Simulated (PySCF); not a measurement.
## Electronic structure of Ta (tantalum, neutral) at the UHF level

Configuration: [Xe] 4f14 5d3 6s1 6p1, one real determinant (an excited configuration). Computed with PySCF 2.14 in aug-cc-pVDZ-PP with ECP60MDF (5s5p4d2f, 54 functions), with a scalar-relativistic core potential.

```json
{"Total energy": "-56.698352 hartree", "One-electron energy": "-94.5414 hartree", "Hartree (Coulomb) energy": "44.0101 hartree", "Exchange energy": "-6.1670 hartree", "⟨S²⟩": "8.7541", "⟨L²⟩": "13.998", "Sum of ⟨r⟩": "24.55 bohr", "Sum of ⟨r²⟩": "67.06 bohr²", "Traceless quadrupole moment −½Σ⟨3z² − r²⟩ along its main axis": "-10.5 e·bohr²"}
```

```tsv
shell	electrons	mean orbital energy (hartree)	spread (hartree)	rms radius, mean of both spins (bohr)
5s α	1	-3.26371	0	1.19
5s β	1	-3.15154	0	1.19
5p α	3	-1.87780	0.00392	1.40
5p β	3	-1.71447	0.01386	1.40
5d α	3	-0.37555	0.00691	2.34
6s α	1	-0.35827	0	3.61
6p α	1	-0.17834	0	4.80
```

⟨L²⟩ = 14.00 against 20 for a pure G term, so this real determinant mixes terms. Energies and moments cover only the electrons outside the core potential. Spin-orbit coupling, absent here, splits the open shell strongly.
